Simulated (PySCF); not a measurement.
## Calculated data, ClH4NSi2, B2ClH4Si, CH3BClSi, H6NSi2

All values are calculated (PySCF 2.14.0). Calculation on a computer-drawn molecule: the log of a Hartree-Fock and frozen-core CCSD(T) single point meant for a local Hartree-Fock minimum, with one planted fault or none, to be diagnosed. Offsets are logged minus clean, where the clean run is the same molecule without the fault. The reference is restricted for singlets and unrestricted otherwise, and also for a bond in bohr or an excited solution. Adding or removing an electron swaps singlet and doublet. The excited solution moves the top pair (singlet) or top alpha electron (doublet) to the lowest empty orbital. Highest occupied and lowest empty are orbital energies over both spins, largest force is the largest gradient component, triples share is (T) over the correlation energy, the T1 limit is 0.02 restricted and 0.045 unrestricted, electrons count all cores, a negative frequency is imaginary (commonest isotopes), and the dipole is about the centre of nuclear charge.

Common to all runs: meant charge 0; meant basis cc-pV(D+d)Z; logged SCF converged yes; logged CC converged yes; logged SCF stable within its kind yes; possible faults no fault, one electron removed, one electron added, multiplicity raised by two, geometry at a saddle point, SCF held on an excited solution, minimal basis STO-3G, one bond length entered in bohr, all coordinates scaled.

(1) ClH4NSi2

Logged structure:
```xyz
8
ClH4NSi2
Si     1.5989    -1.2159    -2.3673
N      1.1694     0.0414    -1.5460
Si     0.1176     0.8018    -0.4837
Cl    -1.4569    -0.4492     0.1231
H      2.7962    -1.2136    -3.2191
H      0.9045    -2.5137    -2.4050
H      0.7951     1.1959     0.7624
H     -0.5361     1.9649    -1.1061
```

```
meant multiplicity                   : 1
logged electrons                     : 57
logged basis functions               : 103
logged spin squared                  : 0.7667
logged highest occupied              : -0.41735 eV
logged lowest empty                  : 8.2355 eV
logged largest force                 : 0.075902 hartree/bohr
logged T1 diagnostic                 : 0.014633
logged D1 diagnostic                 : 0.055093
logged triples share                 : 0.027879
logged dipole magnitude              : 3.6189 debye
logged energy HF                     : -1094.19738 hartree
logged energy CCSD(T)                : -1094.75984 hartree
planted fault                        : one electron added
HF energy offset from clean run      : 9.017 kcal/mol
CCSD(T) energy offset from clean run : 3.374 kcal/mol
```

Drawn bonds:
```tsv
atom	other atom	order
1	2	2
2	3	1
3	4	1
1	5	1
1	6	1
3	7	1
3	8	1
```

(2) B2ClH4Si

Logged structure:
```xyz
8
B2ClH4Si
Si    -1.6427     0.2235     0.0000
B      0.0752    -0.6806     0.0000
B      1.5404     0.2347     0.0000
Cl     3.1180    -0.5743     0.0000
H     -2.9593    -0.4458     0.0000
H     -1.8054     1.6918     0.0000
H      0.0712    -1.8801     0.0000
H      1.6026     1.4308     0.0000
```

```
meant multiplicity                   : 2
logged electrons                     : 45
logged basis functions               : 94
logged spin squared                  : 0.7603
logged highest occupied              : -8.6008 eV
logged lowest empty                  : -0.20831 eV
logged largest force                 : 4.33e-05 hartree/bohr
logged lowest frequency              : -88.958 cm⁻¹
logged T1 diagnostic                 : 0.017336
logged D1 diagnostic                 : 0.074493
logged triples share                 : 0.029027
logged dipole magnitude              : 2.5023 debye
logged energy HF                     : -800.10331 hartree
logged energy CCSD(T)                : -800.55968 hartree
planted fault                        : geometry at a saddle point
HF energy offset from clean run      : 4.47 kcal/mol
CCSD(T) energy offset from clean run : 3.528 kcal/mol
```

Drawn bonds:
```tsv
atom	other atom	order
1	2	1
2	3	1
3	4	1
1	5	1
1	6	1
2	7	1
3	8	1
```

(3) CH3BClSi

Logged structure:
```xyz
7
CH3BClSi
Si     0.1920    -2.4878     0.6773
C      0.1213    -1.1116     1.9082
B      0.8222     0.0616     1.6953
Cl     1.7064     1.4739     1.3799
H      0.9322    -2.0486    -0.5345
H     -1.1575    -2.9742     0.2911
H     -0.4538    -1.2547     2.8180
```

```
meant multiplicity                   : 2
logged electrons                     : 45
logged basis functions               : 89
logged spin squared                  : 3.7691
logged highest occupied              : -6.0357 eV
logged lowest empty                  : -0.3341 eV
logged largest force                 : 0.092421 hartree/bohr
logged T1 diagnostic                 : 0.017433
logged D1 diagnostic                 : 0.068822
logged triples share                 : 0.028649
logged dipole magnitude              : 1.3366 debye
logged energy HF                     : -812.59228 hartree
logged energy CCSD(T)                : -813.04848 hartree
planted fault                        : multiplicity raised by two
HF energy offset from clean run      : 67.94 kcal/mol
CCSD(T) energy offset from clean run : 88.8 kcal/mol
```

Drawn bonds:
```tsv
atom	other atom	order
1	2	1
2	3	2
3	4	1
1	5	1
1	6	1
2	7	1
```

(4) H6NSi2

Logged structure:
```xyz
9
H6NSi2
Si     2.3486     0.1495     0.4589
N      1.4904    -1.4137     0.9496
Si    -0.1845    -1.6978     1.6806
H      3.1550    -0.0712    -0.8880
H      1.2600     1.2791     0.2667
H      2.0992    -2.2936     0.8639
H     -1.0689    -2.6277     0.7591
H     -0.0858    -2.3936     3.0958
H     -0.8872    -0.2966     1.8362
```

```
meant multiplicity      : 2
logged electrons        : 41
logged basis functions  : 90
logged spin squared     : 0.7555
logged highest occupied : -8.5895 eV
logged lowest empty     : 1.6116 eV
logged largest force    : 0.042488 hartree/bohr
logged T1 diagnostic    : 0.017068
logged D1 diagnostic    : 0.075923
logged triples share    : 0.027748
logged dipole magnitude : 0.80156 debye
logged energy HF        : -635.78819 hartree
logged energy CCSD(T)   : -636.21573 hartree
planted fault           : withheld
```

Drawn bonds:
```tsv
atom	other atom	order
1	2	1
2	3	1
1	4	1
1	5	1
2	6	1
3	7	1
3	8	1
3	9	1
```

To be estimated
1. H6NSi2 (entry 4): planted fault?

Answers
1. all coordinates scaled, by +6.6 %

Further results for H6NSi2 (entry 4):

```
HF energy offset from clean run      : 19.35 kcal/mol
CCSD(T) energy offset from clean run : 13.56 kcal/mol
```
